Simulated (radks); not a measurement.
Coherent X-ray form factor from a spherical all-electron density. Calculated with a radial shooting solver on a logarithmic mesh with Libxc functionals: Dirac Kohn-Sham, PBE, spin-unpolarised, spherical densities, point nucleus.

sin(theta)/lambda (1/angstrom)  f0 (electrons)
0.05                                    47.109
0.1                                     44.837
0.15                                    41.925
0.2                                     38.884
0.25                                    35.943
0.3                                     33.201
0.4                                     28.476
0.5                                     24.822
0.6                                     22.096
0.8                                     18.399
1                                       15.676
1.25                                    12.663
1.5                                     10.103
2                                        6.882

The species is in the configuration that NIST lists as its ground one. Which atom or ion scatters so?

Answer. Neutral cadmium, [Kr] 4d10 5s2. Extrapolating in s^2 from the first two rows gives f0(0) = 47.9, near the electron count 48; among species with that count, the fall with angle is slower the higher Z, and the table is that of Z = 48; from so few rows the species is fixed only to a neighbour or two.
